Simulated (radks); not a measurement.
Dy XXXV, configuration [Ar] 3d10 4s2 4p2 (the NIST ground configuration). Calculated with a radial shooting solver on a logarithmic mesh with Libxc functionals: scalar-relativistic Kohn-Sham, BLYP, spin-polarised, spherical densities, finite nucleus; open shells are filled with parallel spins first (spin-orbit coupling, left out, can overturn this in heavy ions); Fermi nuclear charge, rms radius 5.2218 fm.

Unscreened Slater integrals over Kohn-Sham orbitals (eV). They are taken over the spin-up orbitals. Empty in this configuration: 4d.

| integral | value |
|---|---|
| F0(4p,4p) | 50.726 |
| F2(4p,4p) | 26.487 |
| F0(4p,4s) | 51.280 |
| G1(4p,4s) | 34.719 |
| F0(4p,3d) | 64.290 |
| F2(4p,3d) | 18.473 |
| G1(4p,3d) | 6.0341 |
| G3(4p,3d) | 6.0897 |
| F0(4p,3p) | 63.202 |
| F2(4p,3p) | 19.743 |
| G0(4p,3p) | 5.3386 |
| G2(4p,3p) | 6.4515 |
| F0(4p,4d) | 50.744 |
| F2(4p,4d) | 26.045 |
| G1(4p,4d) | 32.324 |
| G3(4p,4d) | 20.772 |
| F0(4s,4s) | 51.884 |
| F0(4s,3d) | 65.177 |
| G2(4s,3d) | 6.1410 |
| F0(4s,3p) | 64.078 |
| G1(4s,3p) | 6.4517 |
| F0(4s,4d) | 51.316 |
| G2(4s,4d) | 25.574 |
| F0(3d,3d) | 118.99 |
| F2(3d,3d) | 60.649 |
| F4(3d,3d) | 39.020 |
| F0(3d,3p) | 111.30 |
| F2(3d,3p) | 53.645 |
| G1(3d,3p) | 58.950 |
| G3(3d,3p) | 38.833 |
| F0(3d,4d) | 65.190 |
| F2(3d,4d) | 19.323 |
| F4(3d,4d) | 9.7409 |
| G0(3d,4d) | 6.2239 |
| G2(3d,4d) | 7.9116 |
| G4(3d,4d) | 6.2356 |
| F0(3p,3p) | 106.74 |
| F2(3p,3p) | 53.632 |
| F0(3p,4d) | 63.568 |
| F2(3p,4d) | 19.431 |
| G1(3p,4d) | 4.6674 |
| G3(3p,4d) | 4.9687 |
| F0(4d,4d) | 50.907 |
| F2(4d,4d) | 25.982 |
| F4(4d,4d) | 17.746 |

Derived for the open shells (J is the average intra-shell exchange parameter used in DFT+U). 4p: J = F2/5 = 5.297 eV.
